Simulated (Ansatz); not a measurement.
BH$_{5}$SO$_{2}$, singlet: a relaxation.

The input file, in.yaml:

```yaml
crystal:
  periodic: [false, false, false]
  atoms:
    - {symbol: B, position_ang: [0.572172, -0.099565, -0.186429]}
    - {symbol: H, position_ang: [1.206592, 0.633899, 0.436504]}
    - {symbol: O, position_ang: [0.277557, 0.362155, -1.456718]}
    - {symbol: O, position_ang: [0.644898, -1.496122, 0.039711]}
    - {symbol: H, position_ang: [-0.049196, 0.794016, 0.981476]}
    - {symbol: S, position_ang: [-1.356292, 0.502403, 1.105576]}
    - {symbol: H, position_ang: [-0.036872, -0.317658, -2.053319]}
    - {symbol: H, position_ang: [0.438388, -1.798451, 0.937129]}
    - {symbol: H, position_ang: [-1.697348, 1.419224, 0.195970]}
basis:
  gaussian: {orbitals: def2-TZVP}
hamiltonian: {xc: pbe0, dispersion: d4}
relax: {f_tol: 0.005, max_steps: 200}
```

Command:

```bash
ansatz run in.yaml --threads 4 --pin off --events-out ev --progress --plain --max-ram 9574MiB
```

The run's output (Ansatz 0.2.0):

```
Functional definition: PBE0
  name "PBE0"
  cite "Adamo & Barone, J. Chem. Phys. 110, 6158 (1999) doi:10.1063/1.478522"
  cite "Perdew, Burke & Ernzerhof, Phys. Rev. Lett. 77, 3865 (1996) doi:10.1103/PhysRevLett.77.3865"
  parent pbe
  parameter a = 0.25
  parameter kappa = 0.804
  parameter beta = 0.06672455060314922
  exchange = (1 - a)*pbe_x(kappa = kappa, mu = beta*pi^2/3) + a*exact_x
  correlation = pbe_c(beta = beta)
962 factors; their error is unknown
mean field evaluation 1: about -15674.4702 eV, gradient 6.7e1 eV
mean field evaluation 2: about -15663.6713 eV, gradient 1.0e2 eV
mean field evaluation 4: about -15681.9240 eV, gradient 3.0e0 eV
mean field evaluation 8: about -15681.9470 eV, gradient 7.0e-2 eV
mean field evaluation 16: about -15681.9777 eV, gradient 2.1e-5 eV
mean field -15681.97769955 eV, -576.3020508323 hartree, gradient 2.1e-5 eV, S^2 0.000000; 0 other end points of the search recorded, 0 dependent functions left out
the calculation of the forces begins
reference -15681.97772785 eV, -576.3020518723 hartree; 21, 21 occupied and 139, 139 virtual orbitals, 962 factors
relax step   1: F+E_penalty+E_count = -15682.10639214 eV  Δ(F+E_penalty+E_count) = +0.000e0 eV  max|allowed force component| = 2.604e0 eV/Å  Δτ_max = 0.0000 Å  (27 SCF iters, accepted)
relax step   2: F+E_penalty+E_count = -15682.56848732 eV  Δ(F+E_penalty+E_count) = -4.621e-1 eV  max|allowed force component| = 1.705e0 eV/Å  Δτ_max = 0.1958 Å  (36 SCF iters, accepted)
relax step   3: F+E_penalty+E_count = -15682.93980289 eV  Δ(F+E_penalty+E_count) = -3.713e-1 eV  max|allowed force component| = 1.478e0 eV/Å  Δτ_max = 0.1964 Å  (36 SCF iters, accepted)
relax step   4: F+E_penalty+E_count = -15683.13806625 eV  Δ(F+E_penalty+E_count) = -1.983e-1 eV  max|allowed force component| = 7.483e-1 eV/Å  Δτ_max = 0.1949 Å  (31 SCF iters, accepted)
relax step   5: F+E_penalty+E_count = -15683.21668018 eV  Δ(F+E_penalty+E_count) = -7.861e-2 eV  max|allowed force component| = 2.971e-1 eV/Å  Δτ_max = 0.2000 Å  (31 SCF iters, accepted)
relax step   6: F+E_penalty+E_count = -15683.23903105 eV  Δ(F+E_penalty+E_count) = -2.235e-2 eV  max|allowed force component| = 2.128e-1 eV/Å  Δτ_max = 0.2000 Å  (30 SCF iters, accepted)
relax step   7: F+E_penalty+E_count = -15683.23993358 eV  Δ(F+E_penalty+E_count) = -9.025e-4 eV  max|allowed force component| = 4.275e-1 eV/Å  Δτ_max = 0.2000 Å  (29 SCF iters, accepted)
relax step   8: F+E_penalty+E_count = -15683.23850500 eV  Δ(F+E_penalty+E_count) = +1.429e-3 eV  max|allowed force component| = 5.932e-1 eV/Å  Δτ_max = 0.2000 Å  (36 SCF iters, rejected (line search))
relax step   9: F+E_penalty+E_count = -15683.25754773 eV  Δ(F+E_penalty+E_count) = -1.761e-2 eV  max|allowed force component| = 6.649e-2 eV/Å  Δτ_max = 0.0993 Å  (31 SCF iters, accepted)
relax step  10: F+E_penalty+E_count = -15683.25995185 eV  Δ(F+E_penalty+E_count) = -2.404e-3 eV  max|allowed force component| = 5.840e-2 eV/Å  Δτ_max = 0.0678 Å  (30 SCF iters, accepted)
relax step  11: F+E_penalty+E_count = -15683.26295643 eV  Δ(F+E_penalty+E_count) = -3.005e-3 eV  max|allowed force component| = 3.179e-1 eV/Å  Δτ_max = 0.1463 Å  (30 SCF iters, accepted)
relax step  12: F+E_penalty+E_count = -15683.26729949 eV  Δ(F+E_penalty+E_count) = -4.343e-3 eV  max|allowed force component| = 2.174e-1 eV/Å  Δτ_max = 0.0965 Å  (30 SCF iters, accepted)
relax step  13: F+E_penalty+E_count = -15683.26914992 eV  Δ(F+E_penalty+E_count) = -1.850e-3 eV  max|allowed force component| = 1.304e-1 eV/Å  Δτ_max = 0.0624 Å  (30 SCF iters, accepted)
relax step  14: F+E_penalty+E_count = -15683.26728037 eV  Δ(F+E_penalty+E_count) = +1.870e-3 eV  max|allowed force component| = 3.864e-1 eV/Å  Δτ_max = 0.1589 Å  (29 SCF iters, rejected (line search))
relax step  15: F+E_penalty+E_count = -15683.27083531 eV  Δ(F+E_penalty+E_count) = -1.685e-3 eV  max|allowed force component| = 5.329e-2 eV/Å  Δτ_max = 0.0444 Å  (30 SCF iters, accepted)
relax step  16: F+E_penalty+E_count = -15683.27235408 eV  Δ(F+E_penalty+E_count) = -1.519e-3 eV  max|allowed force component| = 1.084e-1 eV/Å  Δτ_max = 0.0975 Å  (30 SCF iters, accepted)
relax step  17: F+E_penalty+E_count = -15683.27295409 eV  Δ(F+E_penalty+E_count) = -6.000e-4 eV  max|allowed force component| = 2.503e-1 eV/Å  Δτ_max = 0.1262 Å  (30 SCF iters, accepted)
relax step  18: F+E_penalty+E_count = -15683.27576612 eV  Δ(F+E_penalty+E_count) = -2.812e-3 eV  max|allowed force component| = 9.050e-2 eV/Å  Δτ_max = 0.0362 Å  (31 SCF iters, accepted)
relax step  19: F+E_penalty+E_count = -15683.27683469 eV  Δ(F+E_penalty+E_count) = -1.069e-3 eV  max|allowed force component| = 1.464e-2 eV/Å  Δτ_max = 0.0469 Å  (31 SCF iters, accepted)
relax step  20: F+E_penalty+E_count = -15683.27801822 eV  Δ(F+E_penalty+E_count) = -1.184e-3 eV  max|allowed force component| = 1.531e-1 eV/Å  Δτ_max = 0.1233 Å  (30 SCF iters, accepted)
relax step  21: F+E_penalty+E_count = -15683.27915908 eV  Δ(F+E_penalty+E_count) = -1.141e-3 eV  max|allowed force component| = 9.319e-2 eV/Å  Δτ_max = 0.0609 Å  (30 SCF iters, accepted)
relax step  22: F+E_penalty+E_count = -15683.28062811 eV  Δ(F+E_penalty+E_count) = -1.469e-3 eV  max|allowed force component| = 1.030e-1 eV/Å  Δτ_max = 0.1006 Å  (30 SCF iters, accepted)
relax step  23: F+E_penalty+E_count = -15683.27852151 eV  Δ(F+E_penalty+E_count) = +2.107e-3 eV  max|allowed force component| = 2.766e-1 eV/Å  Δτ_max = 0.1775 Å  (30 SCF iters, rejected (line search))
relax step  24: F+E_penalty+E_count = -15683.25160727 eV  Δ(F+E_penalty+E_count) = +2.902e-2 eV  max|allowed force component| = 6.583e-1 eV/Å  Δτ_max = 0.0430 Å  (31 SCF iters, rejected (line search))
relax step  25: F+E_penalty+E_count = -15683.28130485 eV  Δ(F+E_penalty+E_count) = -6.767e-4 eV  max|allowed force component| = 4.925e-2 eV/Å  Δτ_max = 0.0208 Å  (31 SCF iters, accepted)
relax step  26: F+E_penalty+E_count = -15683.28275725 eV  Δ(F+E_penalty+E_count) = -1.452e-3 eV  max|allowed force component| = 4.611e-2 eV/Å  Δτ_max = 0.0977 Å  (30 SCF iters, accepted)
relax step  27: F+E_penalty+E_count = -15683.28212526 eV  Δ(F+E_penalty+E_count) = +6.320e-4 eV  max|allowed force component| = 2.579e-1 eV/Å  Δτ_max = 0.1479 Å  (31 SCF iters, rejected (line search))
relax step  28: F+E_penalty+E_count = -15683.28387954 eV  Δ(F+E_penalty+E_count) = -1.122e-3 eV  max|allowed force component| = 5.362e-2 eV/Å  Δτ_max = 0.0736 Å  (30 SCF iters, accepted)
relax step  29: F+E_penalty+E_count = -15683.28481848 eV  Δ(F+E_penalty+E_count) = -9.389e-4 eV  max|allowed force component| = 1.077e-1 eV/Å  Δτ_max = 0.0746 Å  (30 SCF iters, accepted)
relax step  30: F+E_penalty+E_count = -15683.28550291 eV  Δ(F+E_penalty+E_count) = -6.844e-4 eV  max|allowed force component| = 1.347e-1 eV/Å  Δτ_max = 0.0633 Å  (30 SCF iters, accepted)
relax step  31: F+E_penalty+E_count = -15683.28618583 eV  Δ(F+E_penalty+E_count) = -6.829e-4 eV  max|allowed force component| = 1.727e-1 eV/Å  Δτ_max = 0.0605 Å  (30 SCF iters, accepted)
relax step  32: F+E_penalty+E_count = -15683.28541179 eV  Δ(F+E_penalty+E_count) = +7.740e-4 eV  max|allowed force component| = 3.187e-1 eV/Å  Δτ_max = 0.1052 Å  (30 SCF iters, rejected (line search))
relax step  33: F+E_penalty+E_count = -15683.28747587 eV  Δ(F+E_penalty+E_count) = -1.290e-3 eV  max|allowed force component| = 1.426e-1 eV/Å  Δτ_max = 0.0519 Å  (30 SCF iters, accepted)
relax step  34: F+E_penalty+E_count = -15683.28846489 eV  Δ(F+E_penalty+E_count) = -9.890e-4 eV  max|allowed force component| = 1.433e-1 eV/Å  Δτ_max = 0.0748 Å  (30 SCF iters, accepted)
relax step  35: F+E_penalty+E_count = -15683.28900112 eV  Δ(F+E_penalty+E_count) = -5.362e-4 eV  max|allowed force component| = 1.967e-1 eV/Å  Δτ_max = 0.0716 Å  (30 SCF iters, accepted)
relax step  36: F+E_penalty+E_count = -15683.28980064 eV  Δ(F+E_penalty+E_count) = -7.995e-4 eV  max|allowed force component| = 1.278e-1 eV/Å  Δτ_max = 0.0230 Å  (31 SCF iters, accepted)
relax step  37: F+E_penalty+E_count = -15683.29094866 eV  Δ(F+E_penalty+E_count) = -1.148e-3 eV  max|allowed force component| = 3.900e-2 eV/Å  Δτ_max = 0.0692 Å  (30 SCF iters, accepted)
relax step  38: F+E_penalty+E_count = -15683.28989374 eV  Δ(F+E_penalty+E_count) = +1.055e-3 eV  max|allowed force component| = 1.796e-1 eV/Å  Δτ_max = 0.1762 Å  (29 SCF iters, rejected (line search))
relax step  39: F+E_penalty+E_count = -15683.23574873 eV  Δ(F+E_penalty+E_count) = +5.520e-2 eV  max|allowed force component| = 9.988e-1 eV/Å  Δτ_max = 0.0642 Å  (30 SCF iters, rejected (line search))
relax step  40: F+E_penalty+E_count = -15683.29141265 eV  Δ(F+E_penalty+E_count) = -4.640e-4 eV  max|allowed force component| = 4.325e-3 eV/Å  Δτ_max = 0.0321 Å  (31 SCF iters, accepted)
relax step  41: F+E_penalty+E_count = -15683.29219360 eV  Δ(F+E_penalty+E_count) = -7.810e-4 eV  max|allowed force component| = 6.989e-2 eV/Å  Δτ_max = 0.0984 Å  (30 SCF iters, accepted)
relax step  42: F+E_penalty+E_count = -15683.29254451 eV  Δ(F+E_penalty+E_count) = -3.509e-4 eV  max|allowed force component| = 8.889e-2 eV/Å  Δτ_max = 0.0641 Å  (30 SCF iters, accepted)
relax step  43: F+E_penalty+E_count = -15683.29304239 eV  Δ(F+E_penalty+E_count) = -4.979e-4 eV  max|allowed force component| = 7.076e-2 eV/Å  Δτ_max = 0.0293 Å  (30 SCF iters, accepted)
relax step  44: F+E_penalty+E_count = -15683.29371944 eV  Δ(F+E_penalty+E_count) = -6.771e-4 eV  max|allowed force component| = 3.778e-2 eV/Å  Δτ_max = 0.0655 Å  (30 SCF iters, accepted)
relax step  45: F+E_penalty+E_count = -15683.29366216 eV  Δ(F+E_penalty+E_count) = +5.729e-5 eV  max|allowed force component| = 1.094e-1 eV/Å  Δτ_max = 0.1063 Å  (30 SCF iters, rejected (line search))
relax step  46: F+E_penalty+E_count = -15683.29410483 eV  Δ(F+E_penalty+E_count) = -3.854e-4 eV  max|allowed force component| = 3.133e-2 eV/Å  Δτ_max = 0.0522 Å  (30 SCF iters, accepted)
relax step  47: F+E_penalty+E_count = -15683.29428083 eV  Δ(F+E_penalty+E_count) = -1.760e-4 eV  max|allowed force component| = 8.058e-2 eV/Å  Δτ_max = 0.0971 Å  (30 SCF iters, accepted)
relax step  48: F+E_penalty+E_count = -15683.29467569 eV  Δ(F+E_penalty+E_count) = -3.949e-4 eV  max|allowed force component| = 4.249e-2 eV/Å  Δτ_max = 0.0258 Å  (31 SCF iters, accepted)
relax step  49: F+E_penalty+E_count = -15683.29488424 eV  Δ(F+E_penalty+E_count) = -2.086e-4 eV  max|allowed force component| = 2.081e-2 eV/Å  Δτ_max = 0.0095 Å  (32 SCF iters, accepted)
relax step  50: F+E_penalty+E_count = -15683.29485876 eV  Δ(F+E_penalty+E_count) = +2.549e-5 eV  max|allowed force component| = 3.147e-2 eV/Å  Δτ_max = 0.0035 Å  (32 SCF iters, rejected (line search))
relax step  51: F+E_penalty+E_count = -15683.29491511 eV  Δ(F+E_penalty+E_count) = -3.087e-5 eV  max|allowed force component| = 9.146e-3 eV/Å  Δτ_max = 0.0017 Å  (33 SCF iters, accepted)
relax step  52: F+E_penalty+E_count = -15683.29491684 eV  Δ(F+E_penalty+E_count) = -1.729e-6 eV  max|allowed force component| = 1.093e-2 eV/Å  Δτ_max = 0.0026 Å  (33 SCF iters, accepted)
relax step  53: F+E_penalty+E_count = -15683.29498889 eV  Δ(F+E_penalty+E_count) = -7.205e-5 eV  max|allowed force component| = 9.454e-3 eV/Å  Δτ_max = 0.0136 Å  (31 SCF iters, accepted)
relax step  54: F+E_penalty+E_count = -15683.29513543 eV  Δ(F+E_penalty+E_count) = -1.465e-4 eV  max|allowed force component| = 1.541e-2 eV/Å  Δτ_max = 0.0530 Å  (30 SCF iters, accepted)
relax step  55: F+E_penalty+E_count = -15683.29520527 eV  Δ(F+E_penalty+E_count) = -6.985e-5 eV  max|allowed force component| = 3.120e-2 eV/Å  Δτ_max = 0.0312 Å  (30 SCF iters, accepted)
relax step  56: F+E_penalty+E_count = -15683.29528444 eV  Δ(F+E_penalty+E_count) = -7.917e-5 eV  max|allowed force component| = 2.458e-2 eV/Å  Δτ_max = 0.0147 Å  (31 SCF iters, accepted)
relax step  57: F+E_penalty+E_count = -15683.29535300 eV  Δ(F+E_penalty+E_count) = -6.855e-5 eV  max|allowed force component| = 2.177e-2 eV/Å  Δτ_max = 0.0284 Å  (31 SCF iters, accepted)
relax step  58: F+E_penalty+E_count = -15683.29539244 eV  Δ(F+E_penalty+E_count) = -3.944e-5 eV  max|allowed force component| = 1.701e-2 eV/Å  Δτ_max = 0.0186 Å  (31 SCF iters, accepted)
relax step  59: F+E_penalty+E_count = -15683.29541604 eV  Δ(F+E_penalty+E_count) = -2.361e-5 eV  max|allowed force component| = 1.153e-2 eV/Å  Δτ_max = 0.0094 Å  (30 SCF iters, accepted)
relax step  60: F+E_penalty+E_count = -15683.29543227 eV  Δ(F+E_penalty+E_count) = -1.622e-5 eV  max|allowed force component| = 5.739e-3 eV/Å  Δτ_max = 0.0099 Å  (31 SCF iters, accepted)
relax step  61: F+E_penalty+E_count = -15683.29543832 eV  Δ(F+E_penalty+E_count) = -6.055e-6 eV  max|allowed force component| = 1.918e-3 eV/Å  Δτ_max = 0.0073 Å  (31 SCF iters, accepted)
Total energy: -15683.29547013 eV, -576.3504780079 hartree
Atom 0 at     0.842729    -0.891181    -0.167866 Å, force    -0.000195     0.000158    -0.001917 eV/Å
Atom 1 at     1.100185    -0.779607     0.995242 Å, force     0.000119     0.000069     0.000745 eV/Å
Atom 2 at    -0.083431    -0.054886    -0.703452 Å, force     0.000676    -0.001565    -0.000182 eV/Å
Atom 3 at     1.436830    -1.814941    -0.970123 Å, force    -0.000637     0.000194     0.000703 eV/Å
Atom 4 at    -1.446874     2.993123     1.239178 Å, force     0.000948     0.000478    -0.000237 eV/Å
Atom 5 at    -2.262869     1.929160     1.261942 Å, force    -0.001626    -0.000415     0.000664 eV/Å
Atom 6 at    -0.231564    -0.216397    -1.641174 Å, force     0.000143     0.000634     0.000974 eV/Å
Atom 7 at     2.075512    -2.363492    -0.511796 Å, force    -0.000023     0.000444    -0.000122 eV/Å
Atom 8 at    -1.430619     1.198122     0.497948 Å, force     0.000596     0.000002    -0.000628 eV/Å
Dipole moment:     0.503930    -0.296648    -0.234395 e Å

[the SCF lines of later steps are left out]
```

The lines “mean field evaluation” count trial sets of orbitals through the whole run, from several starts and some on an approximate energy, so they need not fall steadily or lie above the final value.

Hardware: 4 CPU threads of an AMD EPYC 7R43, shared host. Wall time about 2.6 min.
